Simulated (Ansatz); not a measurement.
Reaction (redistribution): `F[Si]1(F)C=C1` + `C[SiH3]` → `F[SiH]1C=C1` + `FC[SiH3]`

Computed with Ansatz on PBE0-D4/def2-TZVP structures; ΔE is electronic, products minus reactants. CCSD(T)/CBS is the MP2 limit (def2-TZVPP, def2-QZVPP) plus CCSD(T) − MP2 in def2-TZVPP, frozen cores. This one scheme is used for every species. DFT in def2-TZVPP. B3LYP here is the variant with VWN-RPA as its local correlation; programs differ in this.

`F[Si]1(F)C=C1`:

Z-matrix (Å, degrees):
```
Si
F 1 1.581
C 1 1.759 2 124.6
F 1 1.581 2 103.9 3 151.9
C 1 1.759 2 124.6 3 -56.1
H 3 1.084 1 160.4 2 73.2
H 5 1.084 1 160.4 2 -73.1
```

`C[SiH3]`:

Cartesian coordinates in Å:
```
C -0.964 -0.140 0.158
Si 0.863 0.126 -0.141
H -1.498 0.812 0.169
H -1.133 -0.635 1.117
H -1.399 -0.764 -0.627
H 1.090 0.802 -1.447
H 1.588 -1.174 -0.158
H 1.453 0.973 0.930
```

`F[SiH]1C=C1`:

```xyz
7

F     1.537   -1.379   -0.819
Si    0.143   -0.627   -0.631
C    -0.370    0.046    0.935
C     0.031    1.003    0.076
H    -0.749   -1.180   -1.663
H    -0.721    0.056    1.960
H     0.127    2.081    0.142
```

`FC[SiH3]`:

Cartesian coordinates in Å:
```
F 1.790 0.325 -0.660
C 0.863 0.246 0.374
Si -0.841 -0.232 -0.302
H 0.830 1.218 0.878
H 1.223 -0.492 1.099
H -1.784 -0.300 0.848
H -0.771 -1.557 -0.967
H -1.310 0.791 -1.270
```

CCSD(T)/CBS gives +254.1 kJ/mol.

Task: Another level gave +242.0 kJ/mol. Which?
A. B3LYP-D4/def2-TZVPP
B. ωB97M-V/def2-TZVPP
C. r2SCAN0-D4/def2-TZVPP
D. PBE-D4/def2-TZVPP

Result: A. B3LYP-D4 242.0, PBE-D4 233.3, ωB97M-V 246.9, r2SCAN0-D4 254.9 kJ/mol.

Largest T1 diagnostic among the species: 0.012.

At CCSD(T), def2-SVP lies −24.6 kJ/mol from the extrapolated value and def2-TZVPP −1.8 kJ/mol. From r2SCAN to r2SCAN0 (25 % exact exchange), in def2-TZVPP and without D4, ΔE moves by +4.5 kJ/mol. Leaving LDA and LC-ωPBE aside and taking each functional with its dispersion term where it has one, the values, not all of them listed here, spread over 23.5 kJ/mol, from revPBE-D4 to B97M-V. LDA lies +4.6 kJ/mol from PBE without D4.
